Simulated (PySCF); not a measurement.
Compound: AsH8NSi2.
Numbering: `[NH2:1][SiH2:2][AsH:3][SiH3:4]` (hydrogens: H5, H6 on N1; H7, H8 on Si2; H9 on As3; H10, H11, H12 on Si4)

Geometry (GFN2-xTB, Å), atoms numbered from 1 in this order:
```
atom  x, y, z in Å
N1     2.0777    0.4905    0.7833
Si2    1.2393   -0.7508   -0.0878
As3   -0.4996    0.0741   -1.4215
Si4   -2.0019    0.4980    0.2890
H5     1.5775    0.9814    1.5073
H6     2.6318    1.1471    0.2573
H7     2.2828   -1.3648   -0.9208
H8     0.8213   -1.6901    0.9638
H9    -1.0570   -1.2981   -1.6924
H10   -3.3514    0.7261   -0.2449
H11   -1.6005    1.7315    0.9870
H12   -2.1188   -0.5455    1.3186
```

Vertical excitations from PySCF (density fitting, frozen core in the response, grid level 2 and gas phase unless stated; continuum runs use non-equilibrium linear response for the excitations) on a GFN2-xTB geometry. Reference run:

```csv
settings,"S1, eV (f)","S2, eV (f)","S3, eV (f)","S4, eV (f)","S5, eV (f)","S6, eV (f)","T1, eV (Tamm–Dancoff)",mean α (au)
"PBE0/pcSseg-1, grid level 1, full TDDFT, 3 singlets",5.55 (0.004),6.11 (0.021),6.27 (0.007),–,–,–,5.12,87.9
```

Task: What do these settings give: mPW1PW91/def2-SVPD, full TDDFT, 25 singlets?

Result: 
```
                                   settings    S1, eV (f)    S2, eV (f)    S3, eV (f)    S4, eV (f)    S5, eV (f)    S6, eV (f)  T1, eV (Tamm–Dancoff)  mean α (au)
mPW1PW91/def2-SVPD, full TDDFT, 25 singlets  5.48 (0.001)  5.94 (0.042)  6.17 (0.008)  6.20 (0.010)  6.41 (0.083)  6.53 (0.042)                   5.05         98.7
```

S1 moves by -0.07 eV; functional and basis change together, so the shift can't be laid on one. States are counted by energy in each run and needn't keep their character from row to row.

Task: Which orbital pairs make up S1 in each run, and how does it sit against the orbital gap?

Result: 
```csv
settings,S1 configurations (weight),S1 (eV),orbital gap (eV),S1 − gap (eV)
"PBE0/pcSseg-1, grid level 1, full TDDFT, 3 singlets",H→L 0.97,5.55,6.85,-1.30
"mPW1PW91/def2-SVPD, full TDDFT, 25 singlets",H→L 0.96,5.48,6.73,-1.25
```

 The PBE0/pcSseg-1 calculation is non-relativistic and has no spin–orbit coupling, an omission that weighs most on arsenic.

One conformer stands for the species.
